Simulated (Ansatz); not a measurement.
Relaxation of BH₅NO₂ (9 atoms, charge 0, multiplicity 2), to a largest force component of 0.03 eV/Å in at most 50 steps.

Theory: Ansatz, UKS PBE/cc-pVDZ.

```xyz
9
Properties=species:S:1:pos:R:3:forces:R:3
B 0.008 -0.080 0.663 0.62 -1.63 -0.02
H -0.465 1.078 0.619 -0.40 1.12 0.46
O 1.349 0.059 0.177 -0.06 0.01 -0.08
H 1.389 -0.325 -0.721 0.01 0.02 0.03
O -0.881 -0.759 -0.258 0.01 0.04 0.05
H -1.736 -0.957 0.168 0.01 -0.06 0.01
N 0.011 -0.477 2.151 -0.17 0.49 -0.51
H -0.773 -0.158 2.736 0.01 0.02 -0.02
H 0.889 -0.181 2.599 -0.02 0.00 0.08
```

Question: Where does it end, and by what steps?

Answer: The forces met the threshold. After 7 steps the energy has fallen by 0.205 eV; H2 moved furthest, 0.32 Å.

```
step  energy less start (eV)  largest force component (eV/Å)  accepted
   0                  0.0000                           1.633       yes
   1                 -0.1153                           0.858       yes
   2                 -0.1903                           0.433       yes
   3                  0.1153                           3.583        no
   4                 -0.2009                           0.315       yes
   5                 -0.2041                           0.121       yes
   6                 -0.2051                           0.052       yes
   7                 -0.2055                           0.019       yes
```

```xyz
9
Properties=species:S:1:pos:R:3
B 0.059 -0.170 0.622
H -0.337 1.169 0.903
O 1.366 -0.023 0.109
H 1.366 -0.316 -0.821
O -0.908 -0.724 -0.252
H -1.685 -1.055 0.234
N 0.001 -0.435 2.107
H -0.867 -0.196 2.599
H 0.795 -0.048 2.632
```

Whether the end is a true minimum wasn't checked by a vibrational analysis.

Time of the run: 19 s on 2 threads of Arm Neoverse V1 (shared host), peak memory 0.14 GiB.
